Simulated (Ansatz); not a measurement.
Relaxation of BH$_{6}$SbSi (9 atoms, charge 0, multiplicity 1), to a largest force component of 0.015 eV/Å in at most 40 steps.

Level of theory: RKS PBE/def2-SVP (Ansatz).

```xyz
9
Properties=species:S:1:pos:R:3
Si -0.640 0.843 -0.811
B 1.034 0.031 -0.207
Sb 1.126 -1.468 1.451
H -1.595 -0.158 -1.318
H -0.491 1.817 -1.906
H -1.338 1.576 0.260
H 2.064 0.291 -0.698
H -0.189 -2.333 0.825
H 0.030 -0.599 2.404
```

Question: Where does it end, and by what steps?

Answer: The run converged. The force dipped under the threshold on the way, but the program's further checks kept it going. After 20 steps the energy has fallen by 0.411 eV; H8 moved furthest, 1.59 Å.

```json
{"step": "0", "energy less start (eV)": "0.0000", "largest force component (eV/Å)": "1.025", "accepted": "yes"}
{"step": "1", "energy less start (eV)": "-0.1383", "largest force component (eV/Å)": "0.492", "accepted": "yes"}
{"step": "2", "energy less start (eV)": "-0.1602", "largest force component (eV/Å)": "0.080", "accepted": "yes"}
{"step": "3", "energy less start (eV)": "-0.1639", "largest force component (eV/Å)": "0.043", "accepted": "yes"}
{"step": "4", "energy less start (eV)": "-0.1682", "largest force component (eV/Å)": "0.069", "accepted": "yes"}
{"step": "5", "energy less start (eV)": "-0.1704", "largest force component (eV/Å)": "0.046", "accepted": "yes"}
{"step": "6", "energy less start (eV)": "-0.1804", "largest force component (eV/Å)": "0.482", "accepted": "yes"}
{"step": "7", "energy less start (eV)": "-0.1913", "largest force component (eV/Å)": "0.599", "accepted": "yes"}
{"step": "8", "energy less start (eV)": "-0.2562", "largest force component (eV/Å)": "0.364", "accepted": "yes"}
{"step": "9", "energy less start (eV)": "-0.2814", "largest force component (eV/Å)": "0.474", "accepted": "yes"}
{"step": "10", "energy less start (eV)": "-0.3246", "largest force component (eV/Å)": "0.477", "accepted": "yes"}
{"step": "11", "energy less start (eV)": "-0.3438", "largest force component (eV/Å)": "0.358", "accepted": "yes"}
{"step": "12", "energy less start (eV)": "-0.3621", "largest force component (eV/Å)": "0.491", "accepted": "yes"}
{"step": "13", "energy less start (eV)": "-0.3953", "largest force component (eV/Å)": "0.161", "accepted": "yes"}
{"step": "14", "energy less start (eV)": "-0.4014", "largest force component (eV/Å)": "0.136", "accepted": "yes"}
{"step": "15", "energy less start (eV)": "-0.4090", "largest force component (eV/Å)": "0.064", "accepted": "yes"}
{"step": "16", "energy less start (eV)": "-0.4099", "largest force component (eV/Å)": "0.051", "accepted": "yes"}
{"step": "17", "energy less start (eV)": "-0.4107", "largest force component (eV/Å)": "0.024", "accepted": "yes"}
{"step": "18", "energy less start (eV)": "-0.4109", "largest force component (eV/Å)": "0.010", "accepted": "yes"}
{"step": "19", "energy less start (eV)": "-0.4110", "largest force component (eV/Å)": "0.008", "accepted": "yes"}
{"step": "20", "energy less start (eV)": "-0.4111", "largest force component (eV/Å)": "0.013", "accepted": "yes"}
```

```xyz
9
Properties=species:S:1:pos:R:3
Si -0.697 1.121 -0.817
B 0.727 -0.215 -0.331
Sb 1.074 -0.935 1.739
H -1.750 0.346 -1.581
H -0.209 2.221 -1.730
H -1.379 1.758 0.368
H 1.528 -0.588 -1.168
H 1.292 -2.600 1.339
H -0.586 -1.107 2.181
```

Whether the end is a true minimum wasn't checked by a vibrational analysis.

Time of the run: 50 s on 1 CPU thread of a shared host.
